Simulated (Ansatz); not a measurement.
B₂N, SMILES [B][N][B] (connectivity only; charge and spin as stated), neutral, multiplicity 2.

Coordinates come from a B3LYP-D3(BJ)/def2-TZVP optimisation.

Two levels are set side by side: PBE/def2-TZVPD (Ansatz, an electronic-structure program) and PBE0/def2-TZVPD (Ansatz). Energy differences of separate SCF runs at the same geometry; the states with an electron removed or added have multiplicity 3 and 1. Differences are taken from unrounded values.

```tsv
quantity	PBE0
vertical ionisation energy (eV)	8.73
vertical electron affinity (eV)	3.01
```

Q: What does PBE give, and how far is it from PBE0? (The exact figures need the calculation; the answer reports its results.)

A: 
```
quantity                          PBE  PBE minus PBE0
-------------------------------  ----  --------------
vertical ionisation energy (eV)  9.06            0.33
vertical electron affinity (eV)  2.74           -0.27
```
